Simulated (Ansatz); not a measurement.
Molecule: sum formula H$_{4}$SiO$_{3}$F, net charge 1, singlet state. It need not be the lowest isomer of its formula. 
Geometry from a B3LYP-D3(BJ)/def2-TZVP (Ansatz, a first-principles code) optimisation:
SMILES: O[Si](O)([OH2+])F
```xyz
9

Si     0.0512    -0.1859     0.0327
F     -0.1162    -0.2019     1.5862
O     -0.4724     1.4973    -0.3146
O      1.5215    -0.0085    -0.5330
O     -0.9363    -1.1419    -0.7522
H      0.1403     2.1092    -0.7596
H      2.0591    -0.6860    -0.9570
H     -1.5852    -1.7426    -0.3703
H     -1.1872     1.9628     0.1521
```
Charge +1, spin multiplicity 1.

Basis-set convergence of Hartree-Fock and CCSD(T) correlation energies (hartree) with Ansatz. Valence correlation only, unless marked. Spin-orbit coupling is left out. Non-relativistic.

```tsv
basis	functions	E(HF)	E(corr, CCSD(T))	rough core time
cc-pV(D+d)Z	99	-615.25175	-0.87535	23 s
cc-pV(T+d)Z	215	___	___	5 min
```

Fill in the missing entries.


- cc-pV(T+d)Z, E(HF): -615.40958
- cc-pV(T+d)Z, E(corr, CCSD(T)): -1.12708
